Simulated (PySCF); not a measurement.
# HgI₂: fields on a plane

All numbers come from PBE in PySCF with Hg def2-SVP with ECP60, I def2-SVP with ECP28; scalar-relativistic core potentials, no spin–orbit coupling; density-fitted integrals.

The singlet minimum has Hg–I 2.635 Å (×2); I–Hg–I 180.0°.

The plane holds Hg1 at (0.00, 0.00), I2 at (2.63, 0.00), I3 at (-2.63, 0.00) Å. Columns run from x = -4.65 to 4.95 Å, rows from y = 2.25 (top) to -1.95 Å, in steps of 0.3 Å. Other isomers or separated fragments may lie lower. Core electrons replaced by a potential are absent, the electrostatic potential uses the reduced nuclear charge, and values within about 0.7 Å of such atoms have no physical meaning.

Question: Give the electron density (e/Å³) (cut at 5 e/Å³). Lower edges of the bins (e/Å³): '0' 0.000, '1' 0.030, '2' 0.077, '3' 0.151, '4' 0.268, '5' 0.455, '6' 0.750, '7' 1.218, '8' 1.960, '9' 3.136; top 5.00.

Answer: 
```
000000000000000000000000000000000
000000111000000000000001110000000
000011222111011111101112221100000
000123333221122332211223333210000
001234555432234554322345554321000
012356776543457887543456776532100
012468999654579999754569998642100
012469999855589779855589999642100
012469999855589779855589999642100
012468999654579999754569998642100
012356776543457887543456776532100
001234555432234554322345554321000
000123333221122332211223333210000
000011222111011111101112221100000
000000111000000000000001110000000
```

Question: Give the electrostatic potential (V) (cut at 20 V). Lower edges of the bins (V): '_' -0.23, '.' -0.11, ':' 0.08, '-' 0.38, '=' 0.85, '+' 1.61, '*' 2.80, '#' 4.70, '%' 7.70, '@' 12.46; top 20.0, each point printed twice.

Answer: 
```
......____________..::::------====------::::..____________........
..................::::----============----::::....................
::::::::------==------====++++++++++++====------==------::::::::..
::::--==++********++++++++****####****++++++++********++==--::::::
----==++##%%@@@@%%##******##%%@@@@%%##******##%%@@@@%%##++==----::
--==++##%%@@@@@@@@@@%%####@@@@@@@@@@@@####%%@@@@@@@@@@%%##++==----
==++**%%@@@@@@@@@@@@@@%%%%@@@@@@@@@@@@%%%%@@@@@@@@@@@@@@%%**++==--
==++##@@@@@@@@@@@@@@@@%%@@@@@@@@@@@@@@@@%%@@@@@@@@@@@@@@@@##++==--
==++##@@@@@@@@@@@@@@@@%%@@@@@@@@@@@@@@@@%%@@@@@@@@@@@@@@@@##++==--
==++**%%@@@@@@@@@@@@@@%%%%@@@@@@@@@@@@%%%%@@@@@@@@@@@@@@%%**++==--
--==++##%%@@@@@@@@@@%%####@@@@@@@@@@@@####%%@@@@@@@@@@%%##++==----
----==++##%%@@@@%%##******##%%@@@@%%##******##%%@@@@%%##++==----::
::::--==++********++++++++****####****++++++++********++==--::::::
::::::::------==------====++++++++++++====------==------::::::::..
..................::::----============----::::....................
```

No spin–orbit coupling is included, which matters more the heavier the element.
